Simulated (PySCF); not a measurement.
## GaI₃: from structure and modes to constants

Computed with PySCF, PBE0, basis Ga def2-TZVP, I def2-TZVP with ECP28 (scalar-relativistic core potentials, no spin–orbit coupling, density fitting).

The singlet minimum has D3h symmetry. Masses (u): Ga 68.92558, I 126.90447.

```xyz
4
charge 0 multiplicity 1, angstrom
Ga    0.0000    0.0000    0.0000
I     0.0003    0.0000    2.4711
I     2.1399    0.0000   -1.2358
I    -2.1402    0.0000   -1.2353
```

Harmonic wavenumbers (cm⁻¹): 60.4 (e', ×2), 96.0 (a2'', ×1), 160.1 (a1', ×1), 290.3 (e', ×2).

Problem. Find the principal moments of inertia and the rotational constants. What kind of rotor is it?

Solution. About the centre of mass I = 1162.4, 1162.4, 2324.8 u Å². With B = 16.8576/I this gives 0.0145, 0.0145, 0.007251 cm⁻¹. The molecule is an oblate symmetric top.

Problem. What is the harmonic zero-point energy?

Solution. Half the sum of all 6 wavenumbers, 957/2 = 479 cm⁻¹, which is 5.7 kJ/mol (1 cm⁻¹ = 0.0119627 kJ/mol).

Problem. Find the vibrational entropy and heat capacity at 298.15 K.

Solution. With u = 1.43878 ω/T, each mode gives S = R[u/(eᵘ−1) − ln(1−e⁻ᵘ)] and C = R u² eᵘ/(eᵘ−1)².
```csv
ω (cm⁻¹),u,S (J/(mol K)),C (J/(mol K))
60.4 (×2),0.291,18.59,8.26
96.0,0.463,14.79,8.17
160.1,0.773,10.66,7.91
290.3 (×2),1.401,6.16,7.08
```
The sums over all modes are S = 75.0 and C = 46.7 J/(mol K); the softest mode gives 25 % of the entropy (each member, where degenerate).
